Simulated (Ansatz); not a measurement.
Stepwise reaction of `[CH3][Al]([OH])[SiH2]O` with hydrogen fluoride, as a gas-phase model of exchange steps in deposition or etching. ΔE in kJ/mol.

Isolated molecules relaxed with PBE0-D4/def2-TZVP in Ansatz; ΔE leaves out vibrations. CCSD(T)/CBS is the MP2 limit (def2-TZVPP, def2-QZVPP) plus CCSD(T) − MP2 in def2-TZVPP, frozen cores. This one scheme is used for every species. DFT in def2-TZVPP. B3LYP here is the variant with VWN-RPA as its local correlation; programs differ in this. Each species was taken in one conformer, which may not be the lowest.

```tsv
step	reaction	PBE-D4	B3LYP-D4	ωB97M-V	CCSD(T)/CBS
1	`[CH3][Al]([OH])[SiH2]O` + H–F → `[CH3][Al]([OH])[SiH2]F` + H₂O	-46.2	-50.2	-49.8	-48.3
2	`[CH3][Al]([OH])[SiH2]F` + H–F → `[CH3][Al]([F])[SiH2]F` + H₂O	-47.1	-49.9	-49.3	-49.3
```

Q: By hand: ΔE of the 2 steps together at CCSD(T)/CBS.

A: (-48.3) + (-49.3) = -97.6 kJ/mol, or -48.8 kJ/mol a step.

In ΔE the steps differ by no more than 1.0 kJ/mol. All are downhill at CCSD(T)/CBS. PBE-D4 differs from CCSD(T)/CBS by 2.1 to 2.2 kJ/mol a step. Isolated molecules leave out the surface, adducts and barriers. Largest T1 diagnostic: 0.012.
